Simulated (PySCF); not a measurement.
Exercise with solution: oscillator strength and radiative lifetime

Ga(F)(Br)(NH2) (BrFGaH2N), SMILES [NH2][Ga]([F])[Br].

Geometry: B3LYP-D3(BJ)/def2-SVP. The structure was generated by enumeration; whether it is a known compound was not checked. One conformer was computed; it need not be the lowest.

TDA-PBE/def2-SVPD (PySCF 2.14.0) puts the first singlet state with f over 0.02 at 5.49 eV (vertical), with the transition dipole (0.000, 0.000, -0.479) in atomic units.

Task: Find the oscillator strength, the wavelength and the radiative lifetime that this transition would have in vacuum if emission retraced absorption.

Result: 
|μ|² = 0.2294 au, so |μ| = 1.22 D. ΔE = 5.49/27.211 = 0.2018 hartree. f = (2/3) ΔE |μ|² = 0.031 (the program prints 0.031).
λ = 1239.84/5.49 = 226 nm; ν = 44280 cm⁻¹.
Einstein's coefficient A = 0.6670 ν² f s⁻¹ (ν in cm⁻¹) = 4.0e7 s⁻¹, so τ = 1/A = 25 ns. This state is S3; the lower singlets have f = 0.009, 0.019. The figure is the radiative limit of this one transition; relaxation, internal conversion, crossing to triplets and a medium change what is measured.
